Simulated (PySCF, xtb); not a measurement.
CH11NOSi3, SMILES O[Si@H](CN[SiH3])[SiH3]. The values are those of a single conformer.

Harmonic wavenumbers (cm⁻¹) from GFN2-xTB (xtb 6.7.1) at its own minimum, in rising order: 14, 32, 65, 89, 126, 167, 194, 228, 288, 298, 428, 441, 476, 527, 565, 603, 629, 660, 693, 746, 756, 768, 802, 807, 817, 823, 829, 859, 872, 1146, 1155, 1268, 1381, 1483, 2159, 2181, 2236, 2243, 2246, 2252, 2268, 2851, 2982, 3434, 3671.

Q: What does PBE-D3(BJ)/def2-SVP run with PySCF give at its own minimum? (Estimate from the structure and the level; the computed values follow.)

A: 39, 55, 82, 90, 126, 144, 192, 218, 232, 280, 405, 449, 469, 486, 639, 658, 683, 702, 731, 786, 810, 843, 855, 873, 877, 900, 905, 925, 960, 1122, 1135, 1208, 1347, 1403, 2099, 2135, 2150, 2152, 2163, 2175, 2181, 2864, 2974, 3491, 3759. Paired by order, the mean absolute difference is 46 cm⁻¹ and the zero-point energies are 70.8 and 71.2 kcal/mol.
